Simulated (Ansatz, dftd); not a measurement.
Reaction: CH5SSi (SMILES S([CH2])[SiH3], doublet) → CH5SSi (SMILES CS[SiH2], doublet)
Each species at its own B3LYP-D3(BJ)/def2-TZVP minimum (Ansatz, a quantum-chemistry and plane-wave program).

Quantity: isomerisation energy (electronic), in kJ/mol. Open shells are spin-unrestricted; no spin-orbit coupling. CBS(X,Y): correlation extrapolated as X^-3, Hartree-Fock from the larger set. A bracket is a step between two methods taken in the basis named. Functionals run without relativity, which enters their misses. Double hybrids freeze cores in their MP2 part. '+ core + X2C': CCSD(T) terms for core correlation (cc-pwCVTZ, 1s frozen past Ne) and scalar relativity (cc-pVTZ-DK).

Compared with CCSD(T)/CBS(cc-pV(T+d)Z,cc-pV(Q+d)Z) + [CCSDT(Q) - CCSD(T)]/cc-pV(D+d)Z + core + X2C (Ansatz): -37.2 kJ/mol.

Problem. Rank these levels by how close they come to it, closest first: CAM-B3LYP/def2-TZVPD (Ansatz); wB97M-V/def2-TZVPD (Ansatz); B2PLYP/def2-TZVPD (Ansatz); PBE-D4/def2-TZVPD (Ansatz + dftd4); PBE0/def2-TZVPD (Ansatz).

Solution. B2PLYP/def2-TZVPD (-36.0 kJ/mol, difference 1.2), wB97M-V/def2-TZVPD (-33.8 kJ/mol, difference 3.4), PBE0/def2-TZVPD (-41.6 kJ/mol, difference -4.4), CAM-B3LYP/def2-TZVPD (-32.4 kJ/mol, difference 4.8), PBE-D4/def2-TZVPD (-45.9 kJ/mol, difference -8.7)
